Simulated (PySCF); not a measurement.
Mg(Me)(OMe) (C2H6MgO), SMILES [O](C)[Mg][CH3]. Atoms are numbered in the order given.

```xyz
10

Mg     0.0000     0.0000     0.6278
C      0.0000     0.0000     2.7108
H     -0.1387    -1.0150     3.1199
H     -0.8097     0.6276     3.1199
H      0.9483     0.3874     3.1199
O      0.0000     0.0000    -1.1507
C      0.0000     0.0000    -2.5209
H      0.4215     0.9357    -2.9424
H      0.5996    -0.8329    -2.9424
H     -1.0211    -0.1028    -2.9424
```
Charge 0, spin multiplicity 1.

Geometry: PBE0-D3(BJ)/def2-SVP. One conformer was computed; it need not be the lowest.

Level of theory: r2SCAN/def2-TZVP (PySCF).

Computed frontier levels, gap, dipole moment and polarisability:
| Item | Result |
|---|---|
| highest occupied level | -5.75 eV |
| lowest empty level | -1.01 eV |
| orbital gap | 4.74 eV |
| dipole moment | 0.46 D |
| quadrupole, principal values (traceless, Buckingham form, about the centre of nuclear charge) | -9.27, 4.64, 4.64 D·Å |
| mean static polarisability | 55.8 bohr³ (8.27 Å³) |
| polarisability, principal values | 47.7, 47.7, 72.1 bohr³ |
